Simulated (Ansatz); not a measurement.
Cost and result for the atomization energy of ClH8NSi3 (`[SiH3][SiH2]N[SiH2]Cl`) (13 atoms, 12 bonds).

Z-matrix (Å, degrees):
```
Si
Si 1 2.343
H 1 1.487 2 111.4
H 1 1.487 2 111.6 3 122.3
H 1 1.489 2 107.0 3 -118.8
N 2 1.740 1 110.9 3 -58.6
H 2 1.490 1 109.7 3 -179.6
H 2 1.491 1 108.7 3 64.1
Si 6 1.706 2 127.6 1 14.6
H 6 1.012 2 115.5 1 -179.4
Cl 9 2.064 6 113.5 2 81.0
H 9 1.479 6 108.6 2 -36.6
H 9 1.479 6 109.7 2 -160.3
```

Total charge 0; spin multiplicity 1. The geometry is a stationary point of PBE0-D4/def2-TZVP. It is one conformer, not always the lowest. Program: Ansatz. All runs use 4 threads of a server CPU on a shared host. Times are those of one run each, without the atoms' runs, and a repeat can differ threefold. Electronic energies, without spin–orbit coupling; frozen cores. CCSD(T)/CBS adds CCSD(T) − MP2 in def2-TZVPP to the MP2 limit, and its time is that of the two runs behind it. T1 = 0.011. B3LYP takes the VWN-RPA correlation (the form of Gaussian; ORCA's B3LYP/G). HSE06 is the plane-wave form, built on full-range PBE exchange.

CCSD(T)/CBS is a level of theory with its own doubt, some kJ/mol a heavy atom from the limit and from the frozen cores, so smaller differences don't rank the functionals.

```csv
level,functions,wall time
BLYP-D4/def2-TZVPP,311,4.5 s
PBE-D4/def2-TZVPP (with forces),311,5.5 s
BHLYP-D4/def2-TZVPP,311,7 s
CCSD(T)/def2-SVP,126,7 s
PBE0-D4/def2-TZVPP,311,8 s
HSE06-D4/def2-TZVPP,311,8 s
r2SCAN-D4/def2-TZVPP (with forces),311,8.5 s
CAM-B3LYP-D4/def2-TZVPP,311,9 s
B3LYP-D4/def2-TZVPP (with forces),311,12 s
ωB97M-V/def2-TZVPP (with forces),311,21 s
MP2/def2-QZVPP,577,43 s
CCSD(T)/def2-TZVPP,311,8.8 min
CCSD(T)/CBS(def2),–,9.5 min
```

Question: What atomization energy does each give, and how far from CCSD(T)/CBS? (Best estimate.)

Answer: Ansatz gave: 
| level | atomization (kJ/mol) | difference from CCSD(T)/CBS | per bond |
| --- | --- | --- | --- |
| BLYP-D4/def2-TZVPP | 4019.2 | -54.2 | -4.5 |
| PBE-D4/def2-TZVPP (with forces) | 4037.6 | -35.8 | -3.0 |
| BHLYP-D4/def2-TZVPP | 4010.2 | -63.2 | -5.3 |
| CCSD(T)/def2-SVP | 3741.1 | -332.3 | -27.7 |
| PBE0-D4/def2-TZVPP | 4018.6 | -54.8 | -4.6 |
| HSE06-D4/def2-TZVPP | 4020.1 | -53.3 | -4.4 |
| r2SCAN-D4/def2-TZVPP (with forces) | 4054.2 | -19.2 | -1.6 |
| CAM-B3LYP-D4/def2-TZVPP | 4076.0 | 2.6 | 0.2 |
| B3LYP-D4/def2-TZVPP (with forces) | 4060.5 | -12.9 | -1.1 |
| ωB97M-V/def2-TZVPP (with forces) | 4077.2 | 3.8 | 0.3 |
| MP2/def2-QZVPP | 4026.6 | -46.8 | -3.9 |
| CCSD(T)/def2-TZVPP | 3950.4 | -123.0 | -10.3 |
| CCSD(T)/CBS(def2) | 4073.4 | 0.0 | 0.0 |

The D4 term adds +60.5 kJ/mol with B3LYP and +32.3 kJ/mol with PBE0; it sums over pairs of atoms, weighted by their polarisabilities, and B3LYP, whose exchange is more repulsive, gets the larger term. From PBE to PBE0 (25 % exact exchange), in def2-TZVPP and without D4, the atomization energy moves by −13.9 kJ/mol: exact exchange takes away binding that semilocal exchange gives to molecules. In def2-TZVPP, CCSD(T) changes the Hartree–Fock value by +927.8 kJ/mol (the triples alone add +45.1 kJ/mol) and MP2 by +930.1 kJ/mol; breaking electron pairs costs correlation energy, which Hartree–Fock lacks.
